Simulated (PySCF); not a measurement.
Cl5Sb, charge +1, doublet, geometry from GFN2-xTB of the parent state (a state made from the parent by changing its charge; the spin is typed, not shown lowest) (core potentials on Sb); DF-TPSS/def2-SVP (PySCF).

Input for PySCF:
```python
from pyscf import gto, scf, dft

mol = gto.Mole()
mol.atom = '''
    Sb   -0.000000    0.000000   -0.000000
    Cl    1.969498   -0.363960   -1.232708
    Cl    1.008436   -1.019389    1.912155
    Cl   -1.008436    1.019389   -1.912155
    Cl   -1.692244   -1.633030    0.021874
    Cl   -0.277254    1.996990    1.210834
'''
mol.basis = 'def2-svp'
mol.ecp = {'Sb': 'def2-svp'}
mol.charge = 1
mol.spin = 1
mol.verbose = 4
mol.build()

mf = dft.ROKS(mol)
mf.xc = 'tpss'
mf = mf.density_fit(auxbasis='def2-universal-jkfit')
mf.kernel()
```

**Question.** Predict the main parts of the log of this PySCF run.

**Answer.** 
```
PySCF version 2.14.0

[INPUT] verbose = 4
[INPUT] num. atoms = 6
[INPUT] num. electrons = 107
[INPUT] charge = 1
[INPUT] spin (= nelec alpha-beta = 2S) = 1
[INPUT] symmetry False subgroup None
[INPUT] Mole.unit = angstrom
[INPUT] Symbol           X                Y                Z      unit          X                Y                Z       unit  Magmom
[...]
nuclear repulsion = 855.354677963765
number of shells = 50
number of NR pGTOs = 241
number of NR cGTOs = 116
basis = def2-svp
ecp = {'Sb': 'def2-svp'}

******** <class 'pyscf.df.df_jk.DFROKS'> ********
method = DFROKS
initial guess = minao
damping factor = 0
level_shift factor = 0
DIIS = <class 'pyscf.scf.diis.CDIIS'>
diis_start_cycle = 1
diis_space = 8
diis_damp = 0
SCF conv_tol = 1e-09
SCF conv_tol_grad = None
SCF max_cycles = 50
direct_scf = False
num. doubly occ = 53  num. singly occ = 1
XC library pyscf.dft.libxc version 7.1.2
    S. Lehtola, C. Steigemann, M. J. T. Oliveira, and M. A. L. Marques,  SoftwareX 7, 1–5 (2018)
XC functionals = tpss
    J. Tao, J. P. Perdew, V. N. Staroverov, and G. E. Scuseria,  Phys. Rev. Lett. 91, 146401 (2003)
    J. P. Perdew, J. Tao, V. N. Staroverov, and G. E. Scuseria,  J. Chem. Phys. 120, 6898 (2004)
    J. Tao, J. P. Perdew, V. N. Staroverov, and G. E. Scuseria,  Phys. Rev. Lett. 91, 146401 (2003)
    J. P. Perdew, J. Tao, V. N. Staroverov, and G. E. Scuseria,  J. Chem. Phys. 120, 6898 (2004)
radial grids:
    Treutler-Ahlrichs [JCP 102, 346 (1995); DOI:10.1063/1.469408] (M4) radial grids

becke partition: Becke, JCP 88, 2547 (1988); DOI:10.1063/1.454033
pruning grids: <function nwchem_prune>
grids dens level: 3
symmetrized grids: False
atomic radii adjust function: <function treutler_atomic_radii_adjust>
small_rho_cutoff = 0
Set gradient conv threshold to 3.16228e-05
tot grids = 116360
init E= -2515.92003253771
[...]
cycle= 1 E= -2537.22389766231  delta_E= -21.3  |g|= 3.57  |ddm|= 7.65
[...]
cycle= 2 E= -2531.07839638115  delta_E= 6.15  |g|= 5.96  |ddm|= 6.22

WARN: HOMO -0.201709721601079 >= LUMO -0.44389582441192

cycle= 3 E= -2539.83520530334  delta_E= -8.76  |g|= 0.602  |ddm|= 3.65
[...]
cycle= 4 E= -2538.39296659049  delta_E= 1.44  |g|=    2  |ddm|= 3.38
[...]
cycle= 5 E= -2539.88954065948  delta_E= -1.5  |g|= 0.868  |ddm|= 2.33
[...]
cycle= 6 E= -2540.01957681071  delta_E= -0.13  |g|= 0.693  |ddm|= 1.33
[...]
cycle= 7 E= -2540.25246948957  delta_E= -0.233  |g|= 0.14  |ddm|= 0.941
[...]
cycle= 8 E= -2540.11737301888  delta_E= 0.135  |g|= 0.516  |ddm|= 1.15
[...]
cycle= 9 E= -2540.25426681703  delta_E= -0.137  |g|= 0.118  |ddm|= 0.616
[...]
cycle= 10 E= -2540.253776152  delta_E= 0.000491  |g|= 0.125  |ddm|= 1.12
[...]
cycle= 11 E= -2540.25028322345  delta_E= 0.00349  |g|= 0.142  |ddm|= 1.12
[...]
cycle= 12 E= -2540.2553655955  delta_E= -0.00508  |g|= 0.11  |ddm|= 1.11
[...]
cycle= 13 E= -2540.25565660579  delta_E= -0.000291  |g|= 0.109  |ddm|= 1.04
[...]
cycle= 14 E= -2540.25530577695  delta_E= 0.000351  |g|= 0.109  |ddm|= 0.977
[...]
cycle= 15 E= -2540.25346864387  delta_E= 0.00184  |g|= 0.124  |ddm|= 1.11
[...]
cycle= 16 E= -2540.25576917607  delta_E= -0.0023  |g|= 0.106  |ddm|= 0.626
[...]
cycle= 17 E= -2540.25684881691  delta_E= -0.00108  |g|= 0.0958  |ddm|= 0.744
[...]
cycle= 18 E= -2540.25512811286  delta_E= 0.00172  |g|= 0.112  |ddm|= 1.12
[...]
cycle= 19 E= -2540.25639561272  delta_E= -0.00127  |g|= 0.101  |ddm|= 0.732
[...]
cycle= 20 E= -2540.25640603619  delta_E= -1.04e-05  |g|=  0.1  |ddm|= 1.04
[...]
cycle= 21 E= -2540.25589000615  delta_E= 0.000516  |g|= 0.105  |ddm|=    1
[...]
cycle= 22 E= -2540.25588787477  delta_E= 2.13e-06  |g|= 0.105  |ddm|= 0.152
[...]
cycle= 23 E= -2540.25601450161  delta_E= -0.000127  |g|= 0.104  |ddm|= 0.36
[...]
cycle= 24 E= -2540.25565723909  delta_E= 0.000357  |g|= 0.107  |ddm|= 0.423
[...]
cycle= 25 E= -2540.25580238351  delta_E= -0.000145  |g|= 0.106  |ddm|= 0.175
[...]
cycle= 26 E= -2540.2551151646  delta_E= 0.000687  |g|= 0.113  |ddm|= 1.11
[...]
cycle= 27 E= -2540.25632505635  delta_E= -0.00121  |g|= 0.101  |ddm|= 0.664
[...]
cycle= 28 E= -2540.25560258707  delta_E= 0.000722  |g|= 0.108  |ddm|= 0.924
[...]
cycle= 29 E= -2540.25492494978  delta_E= 0.000678  |g|= 0.114  |ddm|=  1.1
[...]
cycle= 30 E= -2540.25576941143  delta_E= -0.000844  |g|= 0.108  |ddm|= 0.392
[...]
cycle= 31 E= -2540.25129602566  delta_E= 0.00447  |g|= 0.139  |ddm|= 0.306
[...]
cycle= 32 E= -2540.25543581027  delta_E= -0.00414  |g|= 0.109  |ddm|= 0.197
[...]
cycle= 33 E= -2540.25556150707  delta_E= -0.000126  |g|= 0.108  |ddm|= 0.333
[...]
cycle= 34 E= -2540.25580116799  delta_E= -0.00024  |g|= 0.106  |ddm|= 0.671
[...]
cycle= 35 E= -2540.25517535821  delta_E= 0.000626  |g|= 0.112  |ddm|= 0.527
[...]
cycle= 36 E= -2540.25608233672  delta_E= -0.000907  |g|= 0.103  |ddm|= 1.12
[...]
cycle= 37 E= -2540.25578292702  delta_E= 0.000299  |g|= 0.107  |ddm|= 1.08
[...]
cycle= 38 E= -2540.2563195103  delta_E= -0.000537  |g|=  0.1  |ddm|= 0.274
[...]
cycle= 39 E= -2540.25232409941  delta_E= 0.004  |g|= 0.134  |ddm|= 1.08
[...]
cycle= 40 E= -2540.2557983565  delta_E= -0.00347  |g|= 0.106  |ddm|=  0.2
[...]
cycle= 41 E= -2540.25606754715  delta_E= -0.000269  |g|= 0.103  |ddm|= 0.098
[...]
cycle= 42 E= -2540.25555828481  delta_E= 0.000509  |g|= 0.107  |ddm|= 1.09
[...]
cycle= 43 E= -2540.25639277003  delta_E= -0.000834  |g|=  0.1  |ddm|= 0.338
[...]
cycle= 44 E= -2540.25396168019  delta_E= 0.00243  |g|= 0.121  |ddm|= 0.462
[...]
cycle= 45 E= -2540.25524693577  delta_E= -0.00129  |g|= 0.112  |ddm|= 0.896
[...]
cycle= 46 E= -2540.25387495237  delta_E= 0.00137  |g|= 0.122  |ddm|= 0.695
[...]
cycle= 47 E= -2540.25435007119  delta_E= -0.000475  |g|= 0.118  |ddm|= 0.143
[...]
cycle= 48 E= -2540.25667198363  delta_E= -0.00232  |g|= 0.0985  |ddm|= 0.339
[...]
cycle= 49 E= -2540.25527688418  delta_E= 0.0014  |g|= 0.111  |ddm|= 1.05
[...]
cycle= 50 E= -2540.25487604041  delta_E= 0.000401  |g|= 0.115  |ddm|= 0.0248
SCF not converged.
SCF energy = -2540.25487604041
```

The run did not converge; its last values are not results.
